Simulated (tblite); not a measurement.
Compound: C7H6O2.
SMILES with atom numbers: `[CH2:1]=[C:2]1[CH:3]=[CH:4]/[C:5]1=[CH:6]\[O:7][CH:8]=[O:9]` (hydrogens: H10, H11 on C1; H12 on C3; H13 on C4; H14 on C6; H15 on C8)

Computed with GFN2-xTB (tblite), gas phase: Langevin dynamics at 600 K from the optimised GFN2-xTB geometry, time step 0.5 fs, friction 0.01 fs⁻¹, 2000 steps.

Start geometry:
```
atom  x, y, z in Å
C1      2.442   -0.701    0.549
C2      1.602    0.255    0.199
C3      1.672    1.694   -0.113
C4      0.342    1.775   -0.344
C5      0.133    0.349   -0.058
C6     -0.868   -0.519   -0.026
O7     -2.166   -0.142   -0.318
C8     -3.117   -1.067   -0.263
O9     -2.984   -2.221    0.017
H10     2.107   -1.709    0.722
H11     3.493   -0.506    0.676
H12     2.486    2.391   -0.140
H13    -0.332    2.561   -0.627
H14    -0.737   -1.563    0.228
H15    -4.076   -0.591   -0.524
```

The statistics below take the 31 frames saved every 25 fs from 250 to 1000 fs; their kinetic temperature (all 3N coordinates) averages 537 K.

Question: How do the bond lengths spread?

Answer: 
| bond | start (Å) | mean (Å) | standard deviation (Å) | shortest (Å) | longest (Å) |
| --- | --- | --- | --- | --- | --- |
| C1=C2 | 1.320 | 1.323 | 0.023 | 1.279 | 1.376 |
| C2–C3 | 1.474 | 1.479 | 0.036 | 1.392 | 1.548 |
| C3=C4 | 1.352 | 1.358 | 0.034 | 1.291 | 1.409 |
| C4–C5 | 1.469 | 1.470 | 0.038 | 1.389 | 1.568 |
| C5=C6 | 1.326 | 1.332 | 0.031 | 1.259 | 1.402 |
| C6–O7 | 1.383 | 1.401 | 0.051 | 1.322 | 1.545 |
| O7–C8 | 1.327 | 1.330 | 0.039 | 1.214 | 1.385 |
| C8=O9 | 1.195 | 1.195 | 0.016 | 1.170 | 1.227 |
| C2–C5 | 1.494 | 1.498 | 0.031 | 1.444 | 1.552 |
| C1–H10 | 1.076 | 1.088 | 0.050 | 0.989 | 1.206 |
| C1–H11 | 1.077 | 1.081 | 0.039 | 1.007 | 1.185 |
| C3–H12 | 1.073 | 1.089 | 0.063 | 0.985 | 1.225 |
| C4–H13 | 1.073 | 1.085 | 0.045 | 1.017 | 1.201 |
| C6–H14 | 1.082 | 1.082 | 0.037 | 1.008 | 1.165 |
| C8–H15 | 1.103 | 1.102 | 0.041 | 1.037 | 1.197 |

Question: Follow the torsions C5–C6–O7–C8 and C6–O7–C8–O9 through every second one of these frames.

Answer: 
| t (fs) | C5–C6–O7–C8 (°) | C6–O7–C8–O9 (°) |
| --- | --- | --- |
| 250 | 168 | 12 |
| 300 | 172 | -11 |
| 350 | 159 | -12 |
| 400 | 160 | -27 |
| 450 | 144 | 31 |
| 500 | 171 | -18 |
| 550 | 146 | -11 |
| 600 | 144 | -10 |
| 650 | 163 | 1 |
| 700 | 157 | -3 |
| 750 | 144 | -12 |
| 800 | 158 | -7 |
| 850 | 147 | 1 |
| 900 | 139 | 4 |
| 950 | 150 | -16 |
| 1000 | 172 | -14 |

Largest departure from the start value over all these frames: C5–C6–O7–C8 41° (start 180°), C6–O7–C8–O9 31° (start 0°).

Question: How widely does the potential energy scatter, against a harmonic estimate?

Answer: Mean 0.92 eV above the start, standard deviation 0.226 eV, range 0.59 to 1.43 eV. For 39 classical harmonic modes at 600 K the canonical values are 39kT/2 = 1.01 eV and kT·√(39/2) = 0.228 eV.

The run is classical and short, so these are rough statistics of one trajectory.

The cost below is that of the whole dynamics run. Hardware: one thread, Intel Xeon Platinum 8259CL at 2.50 GHz (x86_64), shared host. Cost: 20 s, 0.18 GiB resident at most.
